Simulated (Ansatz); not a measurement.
Cl3SW (SMILES [S]=[W]([Cl])([Cl])[Cl]), doublet, geometry from GFN2-xTB (such geometries of metal compounds can be far from the true shape) (the multiplicity is a formal guess) (core potentials on W).

Ansatz (an electronic-structure program) was given this input:
Ansatz 0.2 input:
```yaml
crystal:
  periodic: [false, false, false]
  atoms:
    - {symbol: W, position_ang: [0.12070208, 0.00324171, 0.05559254]}
    - {symbol: S, position_ang: [1.58902874, -0.87290878, -1.27642262]}
    - {symbol: Cl, position_ang: [0.64241926, 0.78946833, 1.98969859]}
    - {symbol: Cl, position_ang: [-1.06414172, 1.47005103, -1.18127642]}
    - {symbol: Cl, position_ang: [-1.59924304, -1.45206913, 0.15092572]}
basis:
  gaussian:
    orbitals: def2-TZVP
hamiltonian:
  xc: {name: SVWN5}
magnetization: {spin_polarized: true, initial_magnetization: 1}
```

Q: Predict the <S^2> from SVWN5/def2-TZVP (Ansatz).

A: 0.754

Q: What number of basis functions does SVWN5/def2-TZVP give?

A: 188

Q: Predict the total energy from SVWN5/def2-TZVP.

A: -1840.2572 Eh
